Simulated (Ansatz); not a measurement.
Basis-set extrapolation for C5H10O3, SMILES `CCCOC(=O)OC` (PBE0-D4/def2-TZVP geometry, frozen core, Ansatz 0.2.0). Multiplicity 1, RHF reference.

|  | def2-TZVPP | def2-QZVPP |
| --- | --- | --- |
| HF | -419.947669 | -419.966952 |
| MP2 correlation | -1.540113 | -1.650367 |
| CCSD(T) correlation | -1.651397 | not run |

Energies in hartree. Use E(X) = E(∞) + A·exp(−7.88·√X) for Hartree–Fock and E(X) = E(∞) + B·X^(−2.97) for correlation, with X = 3 and 4, and add CCSD(T) minus MP2 of the smaller set to the MP2 limit.

Problem. What is the CCSD(T) energy at the basis-set limit?

Solution. HF limit: -419.966952 + (-0.019283) × 0.13774 = -419.96961. MP2 limit: -1.650367 + (-0.110254) × 0.74074 = -1.73204. Higher-order term: -1.651397 − (-1.540113) = -0.11128. Total: -421.81293 hartree, 5.82 eV below CCSD(T)/def2-TZVPP.
